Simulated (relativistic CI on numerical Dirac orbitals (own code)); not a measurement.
## Forbidden lines of Ba III

Computed by Dirac-Coulomb-Breit CI, separate exchange-only KLI orbitals for each configuration, a model potential for QED, valence Slater integrals scaled by 0.85, P86 correlation energy added to each configuration (own radial code, finite nucleus).

CI space (outside the closed core [Kr] 4d10): 5s2.5p6, 5s2.5p5.5d, 5s2.5p5.5f, 5s2.5p5.6s, 5s2.5p5.6p, 5s.5p6.5d, 5s2.5p5.4f, 5s2.5p5.7s, 5s2.5p5.6d, 5s2.5p5.7p, 5s.5p6.5f, 5s2.5p5.7d, 5s2.5p5.5g. Double excitations out of closed p, d and f shells are left out; levels of such configurations are missing from the list, as are those of other unlisted configurations, and high levels can miss mixing partners.

```tsv
λ vac (nm)	Lower	Upper	Type	A (s⁻¹)	log gf
67.047	5s2.5p6 1S_0 [1]	5s2.5p5.5d 3D°_3 [8]	E3	1.56e-01	-10.13
70.236	5s2.5p6 1S_0 [1]	5s2.5p5.5d 3F°_3 [6]	E3	4.66e-02	-10.62
71.779	5s2.5p6 1S_0 [1]	5s2.5p5.5d 3P°_2 [4]	M2	2.88e+00	-8.95
1476.7	5s2.5p5.5d 3F°_3 [6]	5s2.5p5.5d 3D°_3 [8]	M1	6.17e-01	-6.85
2894.7	5s2.5p5.5d 3P°_1 [3]	5s2.5p5.5d 3P°_2 [4]	M1	5.38e-01	-6.47
```

Terms are leading LS components. Brackets give the number of a level in order of energy, since labels repeat. The list gives strong lines, with weight on those to low levels, among the lowest 101 of 109 levels, so that lines to higher ones, which can be the strongest, are missing, and without lines across small gaps between configurations, and without 28 lines that miss the measured interval by over 3.5 %, start from a term whose rates miss tabulated ones by over 60 %, have gauges far apart or, lacking measured levels, span too small a gap for the errors found; lines with a level outside our table were not tested and can miss by more. Levels whose partners in the same complex of configurations lie outside the list can be far off, and so can their lines. Rates are taken at the computed energies, electric ones in the length gauge.

Correlation outside the listed configurations is missing or only estimated: errors of thousands of cm⁻¹ between configurations and terms are usual at this charge. Rates and lifetimes follow the computed energies and can be off by large factors. The fine structure of a lone outer electron comes out too small, for d and f at times inverted, and misplaced configurations move strength between like terms. 22 of the 37 excited levels that our extract of the measured tables holds in this range could be paired (the sources list more); they are missed by 3427 cm⁻¹ on average and 7317 at most, and levels without a partner can miss by more.

LS names give the leading component of a level, which can be under half, so a name can repeat, a term be missing and a line seem to break the LS rules.
